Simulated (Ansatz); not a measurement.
`Cc1cc(-c2sc(-c3sc(S)cc3C)cc2C)sc1S` was relaxed with r2SCAN-D4 (def2-SVP) in Ansatz in these states: charge -1 doublet, neutral singlet. The geometries follow in no particular order.

A:

| atom | x (Å) | y (Å) | z (Å) |
| --- | --- | --- | --- |
| C1 | -2.526 | -2.888 | 4.286 |
| C2 | -1.614 | -2.889 | 3.096 |
| C3 | -1.335 | -1.741 | 2.329 |
| C4 | -0.453 | -1.940 | 1.246 |
| C5 | 0.005 | -0.971 | 0.320 |
| S6 | -0.549 | 0.704 | 0.493 |
| C7 | 0.374 | 1.253 | -0.912 |
| C8 | 0.324 | 2.611 | -1.313 |
| S9 | -0.686 | 3.756 | -0.422 |
| C10 | -0.233 | 5.093 | -1.472 |
| S11 | -0.816 | 6.714 | -1.212 |
| C12 | 0.656 | 4.648 | -2.447 |
| C13 | 0.985 | 3.281 | -2.379 |
| C14 | 1.934 | 2.619 | -3.333 |
| C15 | 1.068 | 0.150 | -1.456 |
| C16 | 0.876 | -1.069 | -0.794 |
| C17 | 1.530 | -2.345 | -1.235 |
| S18 | 0.021 | -3.643 | 1.206 |
| C19 | -0.954 | -4.027 | 2.623 |
| S20 | -1.039 | -5.663 | 3.220 |
| H21 | -2.218 | -2.125 | 5.020 |
| H22 | -3.564 | -2.652 | 3.993 |
| H23 | -2.525 | -3.871 | 4.780 |
| H24 | -1.764 | -0.759 | 2.545 |
| H25 | -2.041 | 6.650 | -1.826 |
| H26 | 1.065 | 5.325 | -3.203 |
| H27 | 1.448 | 1.814 | -3.915 |
| H28 | 2.792 | 2.156 | -2.811 |
| H29 | 2.335 | 3.354 | -4.050 |
| H30 | 1.709 | 0.230 | -2.334 |
| H31 | 0.791 | -3.124 | -1.490 |
| H32 | 2.155 | -2.168 | -2.124 |
| H33 | 2.175 | -2.775 | -0.448 |
| H34 | 0.078 | -5.709 | 4.017 |

B:

```xyz
34

C     2.9421   -4.3036    2.3930
C     1.6938   -3.8073    1.7341
C     1.4897   -2.4555    1.3513
C     0.2624   -2.1982    0.7495
C    -0.2160   -0.9338    0.2472
S     0.8631    0.4409    0.2843
C    -0.3379    1.5026   -0.4002
C    -0.0413    2.8974   -0.6227
S     1.1540    3.7072    0.3623
C     0.8915    5.2216   -0.4506
S     1.8593    6.6494   -0.1142
C    -0.0586    5.0853   -1.4426
C    -0.5960    3.7733   -1.5591
C    -1.6251    3.3969   -2.5814
C    -1.5043    0.7947   -0.6564
C    -1.4530   -0.5772   -0.2994
C    -2.6128   -1.5080   -0.4837
S    -0.6699   -3.6716    0.6611
C     0.5994   -4.6004    1.4091
S     0.3422   -6.3025    1.7676
H     3.8104   -4.1912    1.7217
H     3.1606   -3.7267    3.3064
H     2.8473   -5.3650    2.6619
H     2.2348   -1.6726    1.5171
H     1.4485    6.8471    1.1631
H    -0.3595    5.9210   -2.0785
H    -2.6467    3.4170   -2.1638
H    -1.4513    2.3821   -2.9715
H    -1.6053    4.1008   -3.4260
H    -2.4046    1.2632   -1.0559
H    -2.9143   -1.9814    0.4654
H    -3.4816   -0.9648   -0.8819
H    -2.3747   -2.3240   -1.1867
H     0.7538   -6.8164    0.5798
```

Task: Judge from the bond lengths which geometry belongs to which state (an estimate).

Result: A is the charge -1 doublet (C4–C5 1.416 Å, C7–C8 1.417 Å, S6–C7 1.769 Å); B is the neutral singlet (C4–C5 1.442 Å, C7–C8 1.443 Å, S6–C7 1.743 Å).

At r2SCAN-D4/def2-SVP the highest occupied level of the relaxed charge -1 doublet lies above zero (up to 0.59 eV). By energy differences its removal costs 0.98 eV (each at its own geometry, to the charge 0 singlet, at PBE0-D4/def2-TZVP).
